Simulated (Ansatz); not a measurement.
System: sum formula ZnHS, charge 1, multiplicity 1. 
Structure (B3LYP-D3(BJ)/def2-TZVP (Ansatz, a program for electronic structure) minimum search):
```
S
H 1 1.3531
Zn 1 2.1729 2 91.79
```
Charge +1, spin multiplicity 1.

Wanted: vertical electron affinity (to the doublet state of charge +0; a negative value means that the extra electron is unbound and the number depends on the basis; each state is the SCF solution reached for its spin), in eV. Correlated levels leave the core frozen unless marked. UHF or UKS for open shells. Spin-orbit coupling is left out. The frozen core is the preceding noble-gas configuration, with the filled d and f shells of earlier blocks. Non-relativistic. Basis-set limits of correlation are two-point, X^-3; Hartree-Fock from the larger set. [CCSD(T)-MP2]/basis is that difference in the basis named.

| level | program | vertical electron affinity (eV) |
|---|---|---|
| wB97X-V/def2-TZVPD | Ansatz | 8.06 |
| wB97X/def2-TZVPD | Ansatz | 8.06 |
| B2PLYP/def2-TZVPD | Ansatz | (withheld) |
| RI-MP2/CBS(def2-TZVPPD,def2-QZVPPD)+[CCSD(T)-MP2]/def2-TZVPPD | Ansatz | 8.06 |

Complete the blanks.


- B2PLYP/def2-TZVPD, vertical electron affinity (eV): 8.01
